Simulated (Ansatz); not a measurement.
`C[BH][GaH2]` + `[SiH3]S` → `CBS[SiH3]` + `[GaH3]` at 298.15 K and 1 bar (cleavage of the B–Ga bond).

Gas-phase electronic energies from Ansatz, PBE0-D4/def2-TZVP geometries. CCSD(T)/CBS is the MP2 limit (def2-TZVPP, def2-QZVPP) plus CCSD(T) − MP2 in def2-TZVPP, frozen cores. For Ga outer-core shells are correlated without core-valence functions, which leaves a few kJ/mol of doubt a bond. Scalar relativity is left out up to krypton. Each species was taken in one conformer, which may not be the lowest.

```csv
species,CCSD(T)/CBS energy (Eh),H − E (kJ/mol),S (J/(mol·K))
`C[BH][GaH2]`,-1990.35208,178.2,318.9
`[SiH3]S`,-689.27336,102.7,272.7
`CBS[SiH3]`,-753.96029,221.5,347.5
`[GaH3]`,-1925.70545,59.6,218.4
```

H − E and S are ideal-gas, rigid-rotor, harmonic terms from PBE0-D4/def2-TZVP, for one conformer and one mirror image of each species. 1 Eh = 2625.50 kJ/mol, R = 8.31446 J/(mol·K).

Task: By hand: ΔE, ΔH, ΔS and ΔG.

Result: ΔE = (-753.96029) + (-1925.70545) − (-1990.35208) − (-689.27336) = -0.04030 Eh = -105.8 kJ/mol. Δ(H − E) = 221.5 + 59.6 − 178.2 − 102.7 = 0.2, so ΔH = -105.6 kJ/mol. ΔS = 347.5 + 218.4 − 318.9 − 272.7 = -25.7 J/(mol·K). ΔG = -105.6 − 298.15 × (-25.7)/1000 = -97.9 kJ/mol.

Task: By hand: the equilibrium constant, and the temperature at which ΔG would vanish if ΔH and ΔS stayed fixed.

Result: log₁₀ K = −ΔG/(RT ln 10) = 17.2. ΔG = 0 at ΔH/ΔS = 4109 K, far beyond where these terms or the molecules hold.

ΔH outweighs TΔS. A doubt of 5 kJ/mol in ΔE shifts log₁₀ K by 0.9 here. Other conformers and mirror images would add mixing entropy, several J/(mol·K) or more a flexible species. These are equilibria of isolated gas molecules and say nothing of rates. Largest T1 diagnostic: 0.013 (customary marks: 0.02 for closed shells, 0.045 for open ones).
